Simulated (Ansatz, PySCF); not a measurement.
C₂H₁₀AlNO₂Si, singlet, at a GFN2-xTB geometry (such geometries of metal compounds can be far from the true shape). Base run: PySCF with CASSCF(6,5)/STO-3G.

Input for PySCF:
```python
from pyscf import gto, scf, mcscf
import numpy

mol = gto.Mole()
mol.atom = '''
    Si    2.506364   -0.640831    0.257895
    N     3.722000    0.290941   -0.535920
    C     0.844915    0.185193   -0.140333
    C    -0.329570   -0.636738    0.386321
    Al   -2.121576    0.195258    0.011303
    O    -3.452432   -0.642435    0.505111
    O    -2.161271    1.654358   -0.753951
    H     2.649386   -0.744558    1.723590
    H     2.615031   -1.980486   -0.326235
    H     4.677940   -0.019034   -0.479488
    H     3.688058    1.295591   -0.473006
    H     0.745132    0.315294   -1.218505
    H     0.805655    1.187890    0.289031
    H    -0.227542   -0.788770    1.463874
    H    -0.307009   -1.640278   -0.045507
    H    -4.232590   -1.102518    0.774763
    H    -2.159115    2.487458   -1.199745
'''
mol.basis = 'sto-3g'
mol.charge = 0
mol.spin = 0
mol.verbose = 4
mol.build()

mf = scf.RHF(mol)
mf.kernel()
mc = mcscf.CASSCF(mf, 5, 6)
mc.fix_spin_(ss=0.0)
mc.kernel()
occ = numpy.linalg.eigvalsh(mc.fcisolver.make_rdm1(mc.ci, mc.ncas, mc.nelecas))[::-1]
ss = mc.fcisolver.spin_square(mc.ci, mc.ncas, mc.nelecas)[0]
print('natural occupations', occ.round(4), ' <S^2>', round(ss, 4))
```

Programs used: Ansatz (a first-principles code), PySCF; a row that names a program was run with it.

Each row names what was changed in the base input (with any setting that the change needs).

```json
[
 {"change": "base", "ΔE vs base (mEh)": "0.000", "natural occupations": "2.00 1.98 1.98 0.03 0.02", "<S^2> of the state": "0.00"},
 {"change": "active space = 4 electrons, 5 orbitals", "ΔE vs base (mEh)": "0.708", "natural occupations": "1.98 1.97 0.02 0.02 0.00", "<S^2> of the state": "0.00"},
 {"change": "orbitals = fixed (CASCI); correction = SC-NEVPT2", "ΔE vs base (mEh)": "-246.7", "natural occupations": "2.00 2.00 2.00 0.00 0.00", "<S^2> of the state": "0.00"},
 {"change": "code = ansatz; correction = SC-NEVPT2, all electrons", "ΔE vs base (mEh)": "-254.2", "natural occupations": "-", "<S^2> of the state": "-"},
 {"change": "solver = newton", "ΔE vs base (mEh)": "-0.044", "natural occupations": "2.00 1.98 1.98 0.03 0.02", "<S^2> of the state": "0.00"},
 {"change": "state_average = 2 states", "ΔE vs base (mEh)": "28.706", "natural occupations": "-", "<S^2> of the state": "-"},
 {"change": "orbitals = fixed (CASCI)", "ΔE vs base (mEh)": "29.411", "natural occupations": "2.00 2.00 2.00 0.00 0.00", "<S^2> of the state": "0.00"},
 {"change": "code = ansatz", "ΔE vs base (mEh)": "-0.336", "natural occupations": "-", "<S^2> of the state": "-"},
 {"change": "active space = 2 electrons, 3 orbitals", "ΔE vs base (mEh)": "18.009", "natural occupations": "1.97 0.02 0.00", "<S^2> of the state": "0.00"},
 {"change": "start = MP2 natural orbitals", "ΔE vs base (mEh)": "5.049", "natural occupations": "2.00 1.98 1.97 0.02 0.02", "<S^2> of the state": "0.00"},
 {"change": "active space = 8 electrons, 9 orbitals", "ΔE vs base (mEh)": "-24.614", "natural occupations": "1.99 1.98 1.98 1.97 0.02 0.02 0.02 0.01 0.00", "<S^2> of the state": "0.00"}
]
```

Active orbitals are taken around the Fermi level unless the row says otherwise; CASSCF can end in different local minima, and two programs can end on different orbitals. State-averaged rows give the lowest state.
